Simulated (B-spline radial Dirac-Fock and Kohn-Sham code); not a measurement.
Z = 52 (tellurium), transition energy 30.5 keV. Model: a Dirac-Hartree-Slater potential of the neutral atom with a Latter tail (no hole, which puts coefficients of high multipoles low close above an edge), finite nucleus with surface currents. Program: a B-spline atomic structure program. The K shell is not open to conversion at this energy. Subshells that would emit electrons below 1 keV are left out.

Question: A pure transition shows α(L) = 12500, L1/L2 = 8.10 and L1/L3 = 0.398. What is its multipolarity?
A. M1
B. E3
C. M4
D. M3
E. E4
F. E1
G. E2
H. M2

Answer: D. For comparison, α(L), L1/L2, L1/L3 are E1 0.674, 2.92, 1.87; E2 111, 0.0364, 0.0251; E3 10600, 0.00413, 0.00296; E4 537000, 0.00988, 0.00721; M1 2.47, 12.1, 48.6; M2 173, 10.8, 2.59; M4 666000, 6.27, 0.158.

Values without a named source are computed, but for edge energies of neutral atoms, which are taken from tables.
